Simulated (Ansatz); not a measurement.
A nudged elastic band was laid between two geometries of CH6ClNOSi (11 atoms, charge 0, multiplicity 1).

All numbers below come from Ansatz 0.2.0, RKS PBE0/def2-SVP.

| Quantity | Value |
| --- | --- |
| movable images | 7 |
| climbing image | yes |
| spring | 5.0 eV/Å² |
| optimiser | quadratic models (default) |
| start path | through a guess of the saddle point |
| force threshold | 0.03 eV/Å |
| iteration limit | 60 |
| end points | relaxed |

Image 0:

```xyz
11
Properties=species:S:1:pos:R:3
N -1.385 -0.229 -0.503
Si 0.305 -0.084 -0.917
C 1.011 0.190 0.833
O 0.417 -0.667 1.707
Cl 0.563 1.971 1.195
H -1.876 0.626 -0.256
H -1.982 -0.830 -1.062
H 0.712 -1.411 -1.473
H 0.696 1.006 -1.857
H 2.100 0.165 0.971
H -0.496 -0.793 1.382
```

Image 8:

```xyz
11
Properties=species:S:1:pos:R:3
N -1.384 -0.231 -0.502
Si 0.306 -0.083 -0.917
C 1.011 0.191 0.833
O 0.415 -0.666 1.706
Cl 0.567 1.972 1.196
H -1.977 -0.836 -1.060
H -1.881 0.622 -0.258
H 0.711 -1.409 -1.474
H 0.696 1.008 -1.856
H 2.100 0.163 0.972
H -0.499 -0.788 1.381
```

(1) Which bonds break or form, and what moves?

(2) Give the energies along the band, and the barrier.

(3) What is the geometry of the highest image?

(4) What are the harmonic wavenumbers there?

Results:

(1) No bond is made or broken. The dihedral H6–N1–Si2–C3 goes from 75 to -148°. The two ends are copies of one structure, up to a mirror image or an exchange of like atoms.

(2) The forces met the threshold. The highest image is number 6 of 0 to 8, 7.1 kcal/mol above the ends, which have the same energy within 2 meV. A vibrational analysis at the climbing image gives one clearly imaginary mode, 299i cm⁻¹: a first-order saddle point.

```
image  path coordinate (Å)  energy (kcal/mol)  dihedral H6–N1–Si2–C3 (°)
    0                 0.00                0.0                         75
    1                 0.43                0.7                         79
    2                 0.86                2.5                         81
    3                 1.29                3.8                         74
    4                 1.72                5.1                         87
    5                 2.15                6.4                        105
    6                 2.58                7.1                        123
    7                 3.67                2.7                        174
    8                 4.75                0.0                       -148
```

(3) 
```xyz
11
Properties=species:S:1:pos:R:3:forces:R:3
N -1.507 -0.173 -0.905 0.00 0.00 0.00
Si 0.223 -0.245 -0.898 0.00 0.00 0.00
C 0.933 0.248 0.816 0.00 0.00 0.00
O 0.789 -0.667 1.832 0.00 0.00 0.00
Cl 0.186 1.874 1.252 0.00 0.00 0.00
H -1.947 0.423 -1.597 0.00 0.00 0.00
H -2.003 -0.086 -0.025 0.00 0.00 0.00
H 0.742 -1.626 -1.150 0.00 0.00 0.00
H 0.773 0.675 -1.938 0.00 0.00 0.00
H 2.010 0.463 0.738 0.00 0.00 0.00
H -0.133 -0.943 1.894 0.00 0.00 0.00
```

(4) 299i, 53, 145, 204, 313, 357, 402, 438, 574, 590, 673, 742, 842, 870, 930, 972, 1123, 1203, 1240, 1410, 1556, 2215, 2242, 3126, 3613, 3703, 3858 cm⁻¹.

The run took 8 min on 2 threads of Arm Neoverse V1 (shared host), peak memory 0.26 GiB.
